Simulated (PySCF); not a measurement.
Cl₄Te, SMILES Cl[Te](Cl)(Cl)Cl (connectivity only; charge and spin as stated), charge +1, multiplicity 2. Atoms are numbered in the order given.

```xyz
5

Te     0.0000     0.0000     0.0000
Cl     1.3736     1.3736    -1.3736
Cl    -1.3736     1.3736     1.3736
Cl    -1.3736    -1.3736    -1.3736
Cl     1.3736    -1.3736     1.3736
```
Charge +1, spin multiplicity 2.

The structure is a stationary point at PBE-D3(BJ)/def2-SVP. The multiplicity is an assumed one; no other spin state was optimised. The isomer is the one that the SMILES or the coordinates give; other isomers of the formula were not compared. The def2 effective core potentials stand for the cores of Te; spin–orbit coupling is left out.

The numbers are results of r2SCAN/def2-TZVP in PySCF, not measurements.

ESP charges are fitted to the potential on shells at 1.4 to 2.0 van der Waals radii. Atomic charges (e):

```
atom  ESP fit  Mulliken  Mulliken spin
----  -------  --------  -------------
Te1      0.07      1.09           0.02
Cl2      0.23     -0.02           0.24
Cl3      0.23     -0.02           0.24
Cl4      0.23     -0.02           0.24
Cl5      0.23     -0.02           0.24
```

Computed Mayer and Wiberg (Löwdin basis) orders of the bonds:
| bond | Mayer | Wiberg |
|---|---|---|
| Te1–Cl2 | 1.09 | 1.56 |
| Te1–Cl3 | 1.09 | 1.56 |
| Te1–Cl4 | 1.09 | 1.56 |
| Te1–Cl5 | 1.09 | 1.56 |
